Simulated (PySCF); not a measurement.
# Optical rotation: `C[C@H]1[C@H](S)[C@@]12C[C@H]2F`, C₆H₉FS

Geometry:
```json
{"atom": "C1", "x (Å)": "-1.236", "y (Å)": "-1.620", "z (Å)": "-0.070"}
{"atom": "C2", "x (Å)": "-0.725", "y (Å)": "-0.220", "z (Å)": "-0.296"}
{"atom": "C3", "x (Å)": "-0.789", "y (Å)": "0.794", "z (Å)": "0.828"}
{"atom": "S4", "x (Å)": "-1.167", "y (Å)": "2.521", "z (Å)": "0.465"}
{"atom": "C5", "x (Å)": "0.511", "y (Å)": "0.247", "z (Å)": "0.375"}
{"atom": "C6", "x (Å)": "1.727", "y (Å)": "-0.340", "z (Å)": "0.995"}
{"atom": "C7", "x (Å)": "1.831", "y (Å)": "0.778", "z (Å)": "-0.011"}
{"atom": "F8", "x (Å)": "2.317", "y (Å)": "0.473", "z (Å)": "-1.249"}
{"atom": "H9", "x (Å)": "-0.761", "y (Å)": "-2.306", "z (Å)": "-0.768"}
{"atom": "H10", "x (Å)": "-1.014", "y (Å)": "-1.948", "z (Å)": "0.943"}
{"atom": "H11", "x (Å)": "-2.312", "y (Å)": "-1.663", "z (Å)": "-0.225"}
{"atom": "H12", "x (Å)": "-0.901", "y (Å)": "0.165", "z (Å)": "-1.295"}
{"atom": "H13", "x (Å)": "-1.169", "y (Å)": "0.481", "z (Å)": "1.793"}
{"atom": "H14", "x (Å)": "-2.454", "y (Å)": "2.323", "z (Å)": "0.181"}
{"atom": "H15", "x (Å)": "1.957", "y (Å)": "-0.120", "z (Å)": "2.027"}
{"atom": "H16", "x (Å)": "2.027", "y (Å)": "-1.325", "z (Å)": "0.668"}
{"atom": "H17", "x (Å)": "2.149", "y (Å)": "1.772", "z (Å)": "0.279"}
```

Computed, not measured: TDDFT B3LYP/def2-SVPD circular dichroism and optical rotation, one conformer, gas phase (PySCF). Geometry: GFN2-xTB.

States above about 6.7 eV (minus the energy of the highest occupied orbital) lie near or above the ionisation threshold and depend on the basis.

Stereocentres: C2 R, C3 S, C5 S, C7 R.

Task: What is the specific rotation at 633, 589.3, 546, 436, 405, 365, 355 nm?

Result: [α] in deg dm⁻¹ (g/mL)⁻¹:
```
λ (nm)  origin-invariant length gauge  modified velocity gauge  length gauge (centre of mass)  isotropic polarisability (au)
   633                         +134.0                   +117.8                         +132.0                           92.9
 589.3                         +156.3                   +137.4                         +154.0                           93.3
   546                         +184.7                   +162.4                         +181.9                           93.7
   436                         +305.1                   +268.6                         +300.4                           95.6
   405                         +361.2                   +317.9                         +355.4                           96.4
   365                         +458.9                   +403.6                         +451.2                           97.9
   355                         +489.1                   +430.0                         +480.8                           98.4
```

Task: And for the mirror image at 589.3 nm?

Result: -156.3 deg dm⁻¹ (g/mL)⁻¹ (origin-invariant length gauge): the same size and the opposite sign.

Task: What is the molar rotation [Φ] = [α]·M/100 of the geometry above at 589.3 nm?

Result: With M = 132.20 g/mol, +206.7 deg cm² dmol⁻¹ (origin-invariant length gauge).

The first excitation lies at 5.46 eV (227 nm) with R = -5.3 × 10⁻⁴⁰ esu² cm² (velocity form).
